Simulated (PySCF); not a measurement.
## Two-component Hartree-Fock for Sb (antimony, neutral)

Start: [Kr] 4d10 5s2 5p3; 5p1/2 filled at m_j = -1/2, +1/2; 5p3/2 filled at m_j = +3/2. Calculated with PySCF 2.14 in x2c-QZVPPall-2c (13s13p9d4f1g, 134 functions): generalised Hartree-Fock with the X2C-1e Hamiltonian and a Gaussian nucleus; one run each with spin-orbit coupling (SO) switched off, then screened by Boettger's factors.

```csv
spinor shell,electrons,"ε, spin-free (eV)","ε, screened SO (eV)",weight of nominal j (screened SO),"rms radius, screened SO (bohr)"
1s1/2,2,-30644.3,-30641.6,1.000,0.0325
2s1/2,2,-4758.4,-4757.5,1.000,0.133
2p1/2,2,-4264.5,-4439.5,1.000,0.115
2p3/2,4,-4264.5,-4185.1,1.000,0.120
3s1/2,2,-973.66,-973.39,1.000,0.352
3p1/2,2,-808.72,-841.96,1.000,0.345
3p3/2,4,-808.72,-793.48,1.000,0.356
3d3/2,4,-557.83,-563.63,1.000,0.329
3d5/2,6,-557.83,-553.69,1.000,0.333
4s1/2,2,-176.24,-176.14,1.000,0.843
4p1/2,2,-123.28,-129.48,1.000,0.893
4p3/2,4,-123.28,-120.38,1.000,0.922
4d3/2,4,-43.947,-44.737,0.990,1.11
4d5/2,6,-43.947,-43.317,0.994,1.12
5s1/2,2,-16.864,-16.840,1.000,2.45
5p1/2,2,-9.091,-9.232,0.595,3.05
5p3/2,1,-9.091,-8.815,1.000,3.13
```

```csv
quantity,spin-free,screened SO
E (hartree),-6477.24605,-6478.92403
M_J,3/2,3/2
⟨J²⟩,3.753,3.754
⟨L²⟩,0.000,0.066
⟨S²⟩,3.753,3.707
```

Each row is a mean over spinors that exchange with the open shell spreads, by up to 5.991 eV (5s1/2).

Rows whose weight is well below 1 are mixtures of j = l ± 1/2: exchange outweighs spin-orbit coupling there, and the label is only the starting occupation.

Breit and QED terms are absent; they matter most for the inner s and p1/2 levels.

Densities and radii are taken from the X2C orbitals without a picture-change correction, which distorts them close to the nucleus.

Without spin-orbit coupling the j labels of p, d and f shells carry no meaning; the spin-free column gives the mean over the occupied spinors of each nl shell.
